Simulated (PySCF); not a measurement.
Peak assignment

Geometry:
| atom | x (Å) | y (Å) | z (Å) |
| --- | --- | --- | --- |
| O1 | 3.148 | -0.367 | 0.454 |
| C2 | 2.322 | 0.353 | -0.044 |
| C3 | 0.866 | 0.113 | -0.005 |
| C4 | 0.350 | -1.010 | 0.638 |
| C5 | -1.016 | -1.217 | 0.661 |
| C6 | -1.876 | -0.312 | 0.049 |
| C7 | -1.342 | 0.795 | -0.582 |
| F8 | -2.168 | 1.666 | -1.169 |
| C9 | 0.018 | 1.027 | -0.622 |
| H10 | 2.623 | 1.276 | -0.584 |
| H11 | 1.038 | -1.701 | 1.109 |
| H12 | -1.427 | -2.088 | 1.158 |
| H13 | -2.949 | -0.455 | 0.054 |
| H14 | 0.407 | 1.905 | -1.125 |

Theoretical values (PySCF): shielding tensors at B97-2/pcSseg-2 (GIAO), PBE0-D3(BJ)/def2-TZVP structure. No solvent model, non-relativistic, one conformer.

Referencing at the same level of theory: TMS for 13C, 1H.

(1) Assign these signals to the numbered atoms. 13C{1H} NMR (computed): δ 196.9 (CH), 173.6 (C), 145.2 (C), 137.4 (CH), 128.9 (CH), 127.8 (CH), 127.0 (CH).

(2) Assign these signals to the numbered atoms. 1H NMR (400 MHz, computed): δ 10.28 (s, 1H), 8.24 (d, 1H), 7.74 (m, 1H), 7.58 (m, 1H), 7.52 (m, 1H).

## Answers

(1) 
| δ (ppm) | atoms | environment | reason |
| --- | --- | --- | --- |
| 196.9 | C2 | aldehyde carbonyl carbon | low-lying n→π* states of the double bond to the heteroatom give a large paramagnetic term (-258 ppm) |
| 173.6 | C7 | aromatic carbon bearing fluorine | σ withdrawal by the attached heteroatom moves it downfield of the ring CH carbons |
| 145.2 | C3 | substituted aromatic carbon | – |
| 137.4 | C5 | aromatic CH | the aromatic region |
| 128.9 | C4 | aromatic CH | – |
| 127.8 | C6 | aromatic CH | – |
| 127.0 | C9 | aromatic CH | – |

C4 and C6; C6 and C9 lie closer than the usual error of such a calculation, so a measured spectrum could show them in the other order.

(2) 
| δ (ppm) | atoms | environment | reason |
| --- | --- | --- | --- |
| 10.28 | H10 | hydrogen on an aldehyde carbonyl carbon | the C=O anisotropy and electron withdrawal place aldehyde protons far downfield |
| 8.24 | H11 | hydrogen on an aromatic CH | ring current plus the deshielding of an ortho carbonyl group |
| 7.74 | H12 | hydrogen on an aromatic CH | – |
| 7.58 | H14 | hydrogen on an aromatic CH | – |
| 7.52 | H13 | hydrogen on an aromatic CH | – |

H14 and H13 lie closer than the usual error of such a calculation, so a measured spectrum could show them in the other order.

Splittings by 19F in the carbon and heteronuclear signals aren't shown, as no couplings were computed. Shifts are as computed. Against solution values, carbons near 30 ppm lie about +3 ppm off and those near 130 ppm about +7 ppm. Of 1309 compounds with measured shifts, 239 miss one by over three times the rms of a fit or turn the order of signals round; such compounds aren't used in these exercises. No couplings were computed; multiplicities are counted from neighbouring protons, with m where these are inequivalent, close in shift, in a saturated or five-membered ring or joined by F or P, and br s for small geminal =CH2 splittings.
